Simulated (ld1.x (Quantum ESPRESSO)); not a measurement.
**Reading a pseudo-wave (potassium)**

Columns: radius, all-electron u(r) and pseudo u(r) of the 3s shell (level -35.34 eV) of potassium in the configuration [Ne] 3s2 3p6 4s1 4p0; PBE, scalar-relativistic, RRKJ scheme, ld1.x (Quantum ESPRESSO) 7.5.

```
r (bohr)  all-electron  pseudo
   0.108       -0.0058  0.1244
   0.215       -0.4536  0.2459
   0.322       -0.4443  0.3641
   0.430       -0.1643  0.4784
   0.538        0.1843  0.5855
   0.645        0.4921  0.6822
   0.752        0.7247  0.7666
   0.860        0.8783  0.8356
   0.968        0.9596  0.8845
   1.075        0.9834  0.9097
   1.182        0.9663  0.9102
   1.290        0.9207  0.8860
   1.398        0.8577  0.8402
   1.505        0.7862  0.7793
   1.612        0.7113  0.7094
   1.720        0.6362  0.6360
   1.828        0.5643  0.5643
   1.935        0.4977  0.4977
   2.042        0.4366  0.4366
   2.150        0.3807  0.3807
   2.258        0.3307  0.3307
   2.365        0.2867  0.2867
   2.472        0.2479  0.2479
   2.580        0.2136  0.2136
   2.688        0.1836  0.1836
   2.795        0.1578  0.1578
```

(1) How many radial nodes do the two functions have?

(2) At about which radius was the pseudo-wave matched?

(3) Is the pseudo-wave norm-conserving?

Results:

(1) The all-electron 3s function has n − l − 1 = 2 (the table is too coarse to show those close to the nucleus); the pseudo-wave has 0, since the states of the same l below it are removed with the core.

(2) 1.95 bohr. The columns agree to 0.0005 from 1.72 bohr on; several derivatives are matched, so the curves merge somewhat inside the radius.

(3) Yes: the RRKJ scheme keeps the norm inside the radius equal to the all-electron one, which fixes the energy derivative of the logarithmic derivative at the level.
